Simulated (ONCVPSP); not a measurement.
Which change was made? (O, ONCV)

* Element: oxygen (O)
* Generator: ONCVPSP 4.0.1
* Type: optimised norm-conserving Vanderbilt (ONCV)
* Functional: PBE
* Relativity: scalar-relativistic
* Frozen core: [He]
* Valence charge: 6
* Reference configuration: 2s2 2p2.5 (charge +1.5)
* Partial waves: 2s: rc 0.95 bohr, ncon 4, nbas 8, qcut 5.9 1/bohr, 3 projectors, debl 2.1 Ha; 2p: rc 1.50 bohr, ncon 4, nbas 9, qcut 8.4 1/bohr, 2 projectors, debl 2.1 Ha
* Local potential: polynomial inside 0.65 bohr (lpopt 5, dvloc0 4 Ha)
* Core correction: Teter function, fcfact 4, rcfact 1.3

Cutoffs, loose and tight: the cutoffs (Ha) at which the residual kinetic energy of the hardest occupied pseudo-wave falls to 1 and 0.1 mHa per electron. They do not see the model core or the augmentation charge, which bear on the density cutoff. Test errors are all-electron minus pseudo excitation energies from the reference, over the configurations 2s2 2p4; 2s2 2p3; 2s2 2p2; 2s2 2p1; variants that change the core or the reference have their own tests.

The base gives: outcome: generated; cutoff, loose: 158 Ha; cutoff, tight: 197 Ha; bound ghosts: s; GHOST(+) flags above zero: none; largest test error (meV): +506.

Question: After one change the result is: outcome: generated; cutoff, loose: 109 Ha; cutoff, tight: 159 Ha; bound ghosts: s; GHOST(+) flags above zero: none; largest test error (meV): +517. Which change was it?
A. reference 2s2 2p3
B. s: qcut 8
C. s: rc 1.04

Answer: C. The others give: reference 2s2 2p3 → outcome: generated; cutoff, loose: 156 Ha; cutoff, tight: 196 Ha; bound ghosts: s; GHOST(+) flags above zero: none; largest test error (meV): +727 | s: qcut 8 → outcome: generated; cutoff, loose: 34 Ha; cutoff, tight: 168 Ha; bound ghosts: none; GHOST(+) flags above zero: s; largest test error (meV): +484.
